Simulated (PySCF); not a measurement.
H₂SeZn.

```xyz
4

Zn     0.0002     1.1949     0.0000
H      0.0109     2.7304     0.0000
Se    -0.0424    -1.1012     0.0000
H      1.4277    -1.1381     0.0000
```
Charge 0, spin multiplicity 1.

Coordinates come from a PBE0-D3(BJ)/def2-TZVP optimisation.

Calculation: KT2/pcSseg-2 (PySCF). Non-relativistic, no solvent.

Computed absolute GIAO shielding of each atom: isotropic value and principal components (ppm):
| atom | σ(iso) | σ11 | σ22 | σ33 | span |
|---|---|---|---|---|---|
| Zn1 | 1570.4 | 1118.9 | 1130.7 | 2461.5 | 1342.5 |
| H2 | 26.1 | 18.2 | 18.6 | 41.3 | 23.1 |
| Se3 | 2193.6 | 2067.8 | 2144.0 | 2369.0 | 301.2 |
| H4 | 31.5 | 22.3 | 26.2 | 46.0 | 23.7 |
